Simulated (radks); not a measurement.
Values are calculated unless marked as measured or tabulated.
Question: Neutral gold, [Xe] 4f14 5d10 6s1. Level of theory: non-relativistic Kohn-Sham, PBE, spin-polarised, spherical densities, point nucleus (a radial shooting solver on a logarithmic mesh with Libxc functionals). Every spin shell is full or empty, so the densities are truly spherical. Functionals are evaluated on that one density, not self-consistently. Rank these orbital-free kinetic functionals by their error against the exact value of the orbitals, and give that value: Thomas-Fermi, von Weizsacker, TF + vW, TF + vW/9, LC94, Perdew 92, Thakkar, PG1, DePristo-Kress, Ernzerhof.

Answer: Exact: 17864.8 hartree. From best to worst, with 100 (|E| - |E exact|)/|E exact| (equal figures are ties): LC94 +0.01, DePristo-Kress -0.21, Ernzerhof -0.48, Perdew 92 -0.69, TF + vW/9 -0.69, Thakkar -0.79, Thomas-Fermi -4.65, PG1 +12.45, TF + vW +30.91, von Weizsacker -64.44.
